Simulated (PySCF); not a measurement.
C2H6GeN2, SMILES [Ge@H]1([NH2])[CH]=N[CH2]1.

Geometry optimised at PBE0-D3(BJ)/def2-SVP. The structure was generated by enumeration; whether it is a known compound was not checked. The values are those of a single conformer.

Two levels are set side by side: PBE/def2-TZVP (PySCF) and PBE0/def2-TZVP (PySCF). Same geometry, gas phase. Differences are taken from unrounded values.

```csv
quantity,PBE
orbital gap (eV),3.67
highest occupied level (eV),-5.43
lowest empty level (eV),-1.77
dipole moment (D),2.39
mean polarisability (bohr³),67.8
```

Q: These are the PBE values. What does PBE0 give? (The exact figures need the calculation; the answer reports its results.)

A: 
```json
[
 {"quantity": "orbital gap (eV)", "PBE0": "6.06", "PBE minus PBE0": "-2.39"},
 {"quantity": "highest occupied level (eV)", "PBE0": "-6.75", "PBE minus PBE0": "1.32"},
 {"quantity": "lowest empty level (eV)", "PBE0": "-0.70", "PBE minus PBE0": "-1.07"},
 {"quantity": "dipole moment (D)", "PBE0": "2.49", "PBE minus PBE0": "-0.10"},
 {"quantity": "mean polarisability (bohr³)", "PBE0": "65.1", "PBE minus PBE0": "2.6"}
]
```

Without exact exchange PBE keeps part of each electron's self-repulsion, which lifts occupied levels and narrows the gap. Loosely held outer electrons make PBE densities more polarisable. Differences between two approximate levels are no errors against the true value.

Rough cost on one machine, each run with all the roots and properties that it gave: PBE0 against PBE within a factor of 2.
